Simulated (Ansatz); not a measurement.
CH6BSi, SMILES `C[B-][SiH3]` (lower triplet) (charge -1, multiplicity 3). This triplet lies 0.06 eV below the relaxed singlet at the level frozen-core CCSD(T)/aug-cc-pVDZ // B3LYP-D3(BJ)/def2-TZVPD (Ansatz, a program for electronic structure).

Level of theory: PBE/aug-cc-pVTZ // B3LYP-D3(BJ)/def2-TZVPD run with Ansatz.

Ansatz 0.2 input:
```yaml
crystal:
  periodic: [false, false, false]
  atoms:
    - { symbol: C, position_ang: [-1.714188, -0.089733, 0.044184] }
    - { symbol: B, position_ang: [-0.25537, -0.526304, -0.40209] }
    - { symbol: Si, position_ang: [1.574068, 0.000413, -0.105215] }
    - { symbol: H, position_ang: [-2.499204, -0.701724, -0.417718] }
    - { symbol: H, position_ang: [-1.871969, -0.168234, 1.133323] }
    - { symbol: H, position_ang: [-1.949236, 0.954737, -0.222757] }
    - { symbol: H, position_ang: [2.00352, 1.416626, -0.487445] }
    - { symbol: H, position_ang: [2.575558, -0.833383, -0.857202] }
    - { symbol: H, position_ang: [2.136822, -0.052398, 1.314921] }
basis:
  gaussian: { orbitals: aug-cc-pVTZ }
hamiltonian:
  xc: pbe
total_charge: -1
magnetization:
  spin_polarized: true
  initial_magnetization: 2
```

Output:

```
Functional definition: PBE
1150 factors; their error is unknown
mean field evaluation 1: about -9674.6401 eV, gradient 3.3e1 eV
mean field evaluation 2: about -9642.0013 eV, gradient 6.8e1 eV
mean field evaluation 4: about -9680.5825 eV, gradient 4.7e0 eV
mean field evaluation 8: about -9680.7222 eV, gradient 1.2e-1 eV
mean field evaluation 16: about -9680.6985 eV, gradient 1.9e-4 eV
mean field evaluation 32: about -9671.7663 eV, gradient 1.9e1 eV
mean field evaluation 64: about -9675.9270 eV, gradient 6.3e0 eV
mean field -9680.69851763 eV, -355.7591087097 hartree, gradient 2.9e-5 eV, S^2 2.006158; 6 other end points of the search recorded, 0 dependent functions left out
reference -9680.69859433 eV, -355.7591115285 hartree; 17, 15 occupied and 263, 265 virtual orbitals, 1150 factors
Total energy: -9680.69859433 eV, -355.7591115285 hartree
```
